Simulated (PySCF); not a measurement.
C3H8N, SMILES [CH2]C(C)N, multiplicity 2.

The structure is a stationary point at PBE0-D3(BJ)/def2-SVP. The isomer is the one that the SMILES or the coordinates give; other isomers of the formula were not compared. One conformer was computed; it need not be the lowest.

These are TDA-PBE/def2-SVPD (PySCF) values and carry that method's errors.

Vertical excitations. Isolated molecule, no solvent.

```tsv
state	energy (eV)	λ (nm)	f	main pairs
root 1	3.45	359	0.045	β HOMO→LUMO 97 %
root 2	4.62	268	0.029	α HOMO→LUMO 99 %
root 3	5.39	230	0.001	α HOMO→LUMO+1 11 %, β HOMO−1→LUMO 88 %
root 4	5.52	225	0.004	α HOMO→LUMO+1 87 %, β HOMO−1→LUMO 10 %
root 5	5.62	220	0.005	α HOMO→LUMO+2 93 %
root 6	5.75	216	0.001	α HOMO→LUMO+3 88 %
root 7	5.91	210	0.009	α HOMO−1→LUMO 6 %, β HOMO→LUMO+1 89 %
root 8	6.01	206	0.024	β HOMO−2→LUMO 91 %
root 9	6.26	198	0.027	α HOMO−1→LUMO 85 %, β HOMO−3→LUMO 7 %, β HOMO→LUMO+1 7 %
root 10	6.30	197	0.014	α HOMO−1→LUMO 7 %, β HOMO−3→LUMO 90 %
```
Unrestricted roots are not spin-pure.
